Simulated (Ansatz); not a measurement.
Z-matrix (Å, degrees):
```
C
In 1 2.172
H 1 1.092 2 111.2
H 1 1.093 2 109.5 3 -119.1
H 1 1.091 2 111.5 3 121.8
C 2 2.172 1 119.2 3 37.2
P 2 2.841 1 95.9 3 -63.0
H 2 1.742 1 119.2 3 -160.2
H 6 1.092 2 111.2 1 -37.3
H 6 1.093 2 109.5 1 81.8
H 6 1.091 2 111.5 1 -159.1
H 7 1.412 2 120.0 1 -179.6
H 7 1.413 2 120.7 1 60.2
H 7 1.412 2 120.0 1 -60.0
```

Total charge 0; spin multiplicity 1. In takes the def2 core potential.

Task: List the ωB97M-V/def2-TZVPP orbital energies in eV (the Gaussian-basis code of Ansatz). (An estimate is asked.)

Result: Computed: Occupied: -2106.38, -280.41, -280.41, -183.93, -132.56, -132.56, -132.47, -129.99, -86.45, -86.17, -86.14, -23.09, -22.91, -22.81, -22.74, -22.73, -21.79, -20.93, -20.68, -14.18, -14.18, -13.70, -13.06, -13.00, -12.88, -12.82, -10.57, -9.26, -8.97. Lowest empty: 1.15, 1.50, 1.66, 2.02, 2.03, 2.24, 3.09, 4.01.
